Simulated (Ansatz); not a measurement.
Geometry optimisation, Ansatz 0.2.0, RKS r2SCAN-D4/6-31G*.

Input file:

```yaml
crystal:
  periodic: [false, false, false]
  atoms:
    - { symbol: B, position_ang: [0.0, 0.0, 0.0] }
    - { symbol: "N", position_ang: [0.0, 0.0, 1.9] }
    - { symbol: H, position_ang: [-0.877, -0.2713, 2.43] }
    - { symbol: H, position_ang: [0.877, 0.2713, 2.43] }
    - { symbol: Cl, position_ang: [1.6108, 0.0, -0.93] }
    - { symbol: Cl, position_ang: [-1.6108, 0.0, -0.93] }
    - { symbol: Si, position_ang: [-0.6546, 2.0324, 0.7095] }
    - { symbol: H, position_ang: [-1.9991, 2.3119, 0.2137] }
    - { symbol: H, position_ang: [-0.6593, 2.0609, 2.1692] }
    - { symbol: H, position_ang: [0.2691, 3.045, 0.2066] }
    - { symbol: H, position_ang: [-0.3499, 1.0863, 1.7779] }
basis:
  gaussian: { orbitals: "6-31G*" }
hamiltonian:
  xc: r2scan
  dispersion: d4
relax:
  f_tol: 0.15
  max_steps: 25
  restrain:
    - { distance: [0, 6], at: 3.15, k: 30.0 }
    - { distance: [10, 1], at: 2.26, k: 30.0 }
    - { distance: [0, 1], at: 1.55, k: 30.0 }
    - { distance: [10, 6], at: 1.46, k: 30.0 }
```

Command:

```bash
$ ansatz run input.yaml --threads 4 --pin off --max-ram 5120MiB --backend cpu --events-out ev --progress --plain --runs-dir out
```

Problem. Where does it end, and by what steps?

Solution. It converged. The restraints hold the end off the free minimum; the threshold counts their pulls, which the force column leaves out. Restrained pairs: B1–Si7 (2.25 → 3.17 Å), N2–H11 (1.15 → 2.28 Å), B1–N2 (1.90 → 1.46 Å), Si7–H11 (1.46 → 1.47 Å). After 18 steps the energy has fallen by 6.222 eV (the restraints' own energy left out); H9 moved furthest, 1.79 Å.

```json
{"step": "0", "energy less start (eV)": "0.0000", "largest force component (eV/Å)": "6.451", "accepted": "yes"}
{"step": "1", "energy less start (eV)": "0.5356", "largest force component (eV/Å)": "4.188", "accepted": "yes"}
{"step": "2", "energy less start (eV)": "0.3501", "largest force component (eV/Å)": "2.752", "accepted": "yes"}
{"step": "3", "energy less start (eV)": "-0.8352", "largest force component (eV/Å)": "3.029", "accepted": "yes"}
{"step": "4", "energy less start (eV)": "-2.7773", "largest force component (eV/Å)": "2.549", "accepted": "yes"}
{"step": "5", "energy less start (eV)": "-3.7804", "largest force component (eV/Å)": "2.239", "accepted": "yes"}
{"step": "6", "energy less start (eV)": "-4.6204", "largest force component (eV/Å)": "1.874", "accepted": "yes"}
{"step": "7", "energy less start (eV)": "-5.2949", "largest force component (eV/Å)": "1.841", "accepted": "yes"}
{"step": "8", "energy less start (eV)": "-5.7413", "largest force component (eV/Å)": "1.979", "accepted": "yes"}
{"step": "9", "energy less start (eV)": "-5.9874", "largest force component (eV/Å)": "2.003", "accepted": "yes"}
{"step": "10", "energy less start (eV)": "-6.1218", "largest force component (eV/Å)": "2.137", "accepted": "yes"}
{"step": "11", "energy less start (eV)": "-6.1527", "largest force component (eV/Å)": "2.637", "accepted": "yes"}
{"step": "12", "energy less start (eV)": "-6.1765", "largest force component (eV/Å)": "2.381", "accepted": "yes"}
{"step": "13", "energy less start (eV)": "-6.2006", "largest force component (eV/Å)": "2.117", "accepted": "yes"}
{"step": "14", "energy less start (eV)": "-6.2093", "largest force component (eV/Å)": "2.389", "accepted": "yes"}
{"step": "15", "energy less start (eV)": "-6.2061", "largest force component (eV/Å)": "2.377", "accepted": "yes"}
{"step": "16", "energy less start (eV)": "-6.2216", "largest force component (eV/Å)": "2.392", "accepted": "yes"}
{"step": "17", "energy less start (eV)": "-6.2168", "largest force component (eV/Å)": "2.268", "accepted": "no"}
{"step": "18", "energy less start (eV)": "-6.2219", "largest force component (eV/Å)": "2.375", "accepted": "yes"}
```

```xyz
11
Properties=species:S:1:pos:R:3
B 0.216 -0.217 0.263
N 0.090 -0.795 1.601
H -0.791 -1.144 1.954
H 0.863 -0.815 2.251
Cl 1.789 0.366 -0.281
Cl -1.174 -0.234 -0.825
Si -0.871 2.666 1.000
H -2.345 2.591 0.807
H -0.562 3.829 1.880
H -0.207 2.864 -0.312
H -0.402 1.427 1.639
```

Time of the run: 56 s on 4 threads of Arm Neoverse V1, with other jobs on the host, peak memory 0.19 GiB.
